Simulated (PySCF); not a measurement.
perfluoro-THF (C4F8O), SMILES FC1(F)OC(C(F)(F)C1(F)F)(F)F.

Geometry optimised at ωB97X-D3(BJ)/def2-SVP. The values are those of a single conformer.

All values below come from ωB97X-D3(BJ)/def2-SVP in PySCF.

No scaling factor is applied to the harmonic values.

```
mode  ν (cm⁻¹)  IR (km/mol)  moving atoms (share of kinetic energy)
----  --------  -----------  --------------------------------------
1           49          0.1                          F 74 %, O 25 %
2           66          0.0                                  F 97 %
3          190          3.5                                  F 94 %
4          227          0.3                                  F 97 %
5          245          0.5                                  F 99 %
6          264          0.2                                  F 99 %
7          307          3.6                                  F 94 %
8          308          0.7                                  F 98 %
9          334          1.5                                  F 94 %
10         361          1.5                                  F 91 %
11         373          0.2                                  F 94 %
12         423          4.5                  F 76 %, O 13 %, C 11 %
13         423          3.2                          F 82 %, C 14 %
14         551         16.6                  F 62 %, O 21 %, C 17 %
15         570         26.1                  F 67 %, O 20 %, C 13 %
16         612          2.3                  F 74 %, C 13 %, O 12 %
17         621          4.7                  F 62 %, O 28 %, C 10 %
18         661          2.0                          F 82 %, C 16 %
19         680          1.9                  F 63 %, O 19 %, C 18 %
20         733          0.1                  F 78 %, C 12 %, O 10 %
21         831          0.8                  C 53 %, F 24 %, O 23 %
22        1002        103.0                   C 54 %, F 37 %, O 9 %
23        1086        172.0                          C 71 %, F 27 %
24        1162        525.5                   C 50 %, O 41 %, F 9 %
25        1250         41.6                  C 75 %, F 15 %, O 11 %
26        1260        449.9                          C 74 %, F 23 %
27        1274         76.4                          C 74 %, F 18 %
28        1285         20.0                          C 77 %, F 22 %
29        1322         13.8                          C 84 %, F 15 %
30        1334        573.9                          C 75 %, F 25 %
31        1399        119.8                           C 90 %, F 9 %
32        1417        106.0                          C 90 %, F 10 %
33        1473          0.6                          C 85 %, F 14 %
```
